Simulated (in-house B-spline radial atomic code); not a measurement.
The titanium ion Ti⁸⁺: [Ne] 3s1 (3p3/2)2 (5f5/2)1 (an excited or competing configuration)

Method: Dirac-Hartree-Fock, average of the jj configuration, Fermi nucleus of rms radius 3.5921 fm. Calculated with a B-spline radial code for spherical atoms.

Z_r = [3n² - l(l+1)]/(2<r>); Z_e = n√(-2ε); the last column is Slater's effective charge. Values are occupation-weighted means over j.

| shell | electrons | ε (eV) | <r> (bohr) | Z_r | Z_e | Slater |
| --- | --- | --- | --- | --- | --- | --- |
| 1s | 2 | -5220.9 | 0.06951 | 21.58 | 19.59 | 21.70 |
| 2s | 2 | -779.73 | 0.3203 | 18.73 | 15.14 | 17.85 |
| 2p | 6 | -676.67 | 0.2863 | 17.47 | 14.10 | 17.85 |
| 3s | 1 | -232.24 | 0.8846 | 15.26 | 12.39 | 12.50 |
| 3p | 2 | -203.19 | 0.9012 | 13.87 | 11.59 | 12.50 |
| 5f | 1 | -45.058 | 3.392 | 9.29 | 9.10 | 9.00 |

The least bound orbital is 5f5/2 at -45.06 eV, and it is also the most diffuse (<r> = 3.392 bohr).

For the 1s electron the small component carries 0.622 % of the norm, the zero-frequency Breit interaction raises the level by 4.846 eV, self-energy by 2.32 eV, and vacuum polarisation lowers it by 0.1803 eV.
